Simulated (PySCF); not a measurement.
[LaH4]−: one run

[LaH4]− (singlet). PySCF 2.14.0, RKS PBE0, La lcecp-1-SVP with ECP46, H def2-SVP; non-relativistic Hamiltonian with scalar-relativistic core potentials where named; density fitting; no spin-orbit coupling. The geometry is an unrelaxed template.

```python
mol = gto.M(atom='''
La     0.00000     0.00000     0.00000
H      1.32790     1.32790     1.32790
H     -1.32790    -1.32790     1.32790
H      1.32790    -1.32790    -1.32790
H     -1.32790     1.32790    -1.32790''',
    basis={'La': 'lcecp-1-SVP', 'H': 'def2-SVP'},
    ecp={'La': 'lcecp-1-SVP'},
    charge=-1, spin=0)
mf = dft.RKS(mol, xc='PBE0')
mf.grids.atom_grid = (50, 194)  # f atoms: unpruned, at least (60, 302)
mf = mf.density_fit()  # fitting sets: La AutoAux, H def2-universal-JKFIT
mf.conv_tol = 1e-08; mf.max_cycle = 55
mf.kernel(dm0)  # dm0: free metal ions and neutral atoms
```

Run from Python with OMP_NUM_THREADS=2; the lines above give its settings. Where DIIS fails, smearing, a level shift and second-order steps follow.
It took 1.5 s on 2 threads of Arm Neoverse V1, on a shared host, peak memory 0.37 GiB.

Question: Where do the frontier levels lie, over both spins?

Answer: HOMO -2.22 eV, LUMO 3.26 eV. The large-core potential holds the 4f shell empty.

Question: What are the Mulliken charges and spins?

Answer: 
| atom | charge (e) | spin (e) |
| --- | --- | --- |
| La1 | 0.342 | 0.000 |
| H2 | -0.336 | 0.000 |
| H3 | -0.336 | 0.000 |
| H4 | -0.336 | 0.000 |
| H5 | -0.336 | 0.000 |
